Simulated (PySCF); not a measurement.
Compound: C3H9OSi2 (doublet state).
Z-matrix (Å and degrees, GFN2-xTB geometry), rows numbered from 1:
```
C 
Si  1  1.8915
C   2  1.9179  1  108.93
C   3  1.4977  2  109.44  1   -65.19
O   4  1.2350  3  122.09  2    76.61
Si  4  1.8542  3  119.21  2  -101.18
H   1  1.0868  2  110.20  3    46.61
H   1  1.0860  2  111.80  3   166.94
H   1  1.0871  2  111.38  3   -72.40
H   2  1.4694  1  111.65  3   118.79
H   2  1.4715  1  111.35  3  -118.99
H   3  1.0903  2  108.26  1    53.52
H   3  1.0889  2  110.43  1   172.51
H   6  1.4475  4  119.48  3   178.52
H   6  1.4529  4  120.93  3    -5.77
```

The hyperfine couplings belong to this conformer and change with its torsions.

Identity: `C[SiH2]CC(=O)[SiH2]` [radical].

Theory: UKS B3LYP, pcH-1 on C H O Si, non-relativistic, mean-field spin-orbit, GIAO (PySCF). One conformer (not necessarily the lowest) at the GFN2-xTB geometry, without solvent, vibrations or thermal averaging. A GFN2-xTB geometry isn't a minimum of the functional, and hyperfine couplings can be far from their values at a DFT geometry, by a factor of two or more for some ions and for spin on atoms past the first row. Stability of the SCF solution: not tested.

Principal values of hyperfine tensors in MHz (contact, dipolar and spin–orbit terms together), for some of the nuclei:

```tsv
atom	isotope	A1	A2	A3
Si6	29Si	-316.44	-46.06	-45.97
H15	1H	-53.33	-37.89	-33.71
C4	13C	-29.66	-25.69	-22.06
O5	17O	-66.43	13.71	16.54
Si2	29Si	-12.66	-10.02	-9.92
C3	13C	-5.88	-5.15	-4.01
H10	1H	3.03	3.15	4.72
H11	1H	0.44	1.12	5.05
```

(1) Give the isotropic coupling of each nucleus in MHz and in mT (g = 2.0038), and the anisotropic part.

(2) What spin density at the nucleus of C4 lies behind its contact coupling (g_N = 1.40482)?

(3) H14 (1H, g_N = 5.58569) isn't in the table. Its spin density at the nucleus is -0.009966 bohr⁻³. What is its contact coupling?

(4) Name the largest traceless tensor T of the table and describe it.

(5) In a single crystal, with the field along each principal axis of the tensor of Si6 in turn, what first-order splitting does this nucleus give (isotropic g, quadrupole terms neglected)?

## Answers

(1) a_iso = (A1 + A2 + A3)/3, Ti = Ai − a_iso; 1 mT corresponds to 28.046 MHz. The tensors hold a spin–orbit part: the run splits a_iso into a_FC + a_SO, and T includes its anisotropic share.

| atom | a_iso (MHz) | a_FC | a_SO | a_iso (mT) | T1 | T2 | T3 |
| --- | --- | --- | --- | --- | --- | --- | --- |
| Si6 | -136.16 | -137.32 | 1.16 | -4.855 | -180.28 | 90.09 | 90.19 |
| H15 | -41.64 | -41.66 | 0.02 | -1.485 | -11.69 | 3.75 | 7.93 |
| C4 | -25.80 | -25.77 | -0.03 | -0.920 | -3.86 | 0.11 | 3.74 |
| O5 | -12.06 | -12.01 | -0.05 | -0.430 | -54.37 | 25.77 | 28.60 |
| Si2 | -10.87 | -10.87 | 0.00 | -0.387 | -1.80 | 0.85 | 0.95 |
| C3 | -5.01 | -5.02 | 0.00 | -0.179 | -0.87 | -0.14 | 1.00 |
| H10 | 3.63 | 3.63 | 0.00 | 0.130 | -0.61 | -0.48 | 1.09 |
| H11 | 2.20 | 2.20 | 0.00 | 0.079 | -1.77 | -1.08 | 2.85 |

(2) a_FC = 800.24 MHz bohr³ × g_N × ρ(0)/(2S). With a_FC = -25.77 MHz and 2S = 1, ρ(0) = -0.02292 bohr⁻³.

(3) By the same relation, a_FC = -44.5 MHz. Its full tensor has the principal values -55.72, -40.85, -37.02 MHz.

(4) Si6: -180.3, 90.1, 90.2 MHz (the dipolar term alone has -179.2, 89.5, 89.8), axial, in the ratio +1:+1:−2, the form that spin in one p orbital centred on that nucleus gives (the nuclear moment is negative).

(5) 2 lines (I = 1/2), spaced by |A_i|/(g × 13.996): 11.28, 1.64, 1.64 mT along the axes of A1, A2 and A3.

Hardware: Arm Neoverse V1, one thread, shared host with 32 logical CPUs at a one-minute load of 40. Cost: 77 s wall (with the writing of density and orbital grids), 0.94 GiB resident at most.
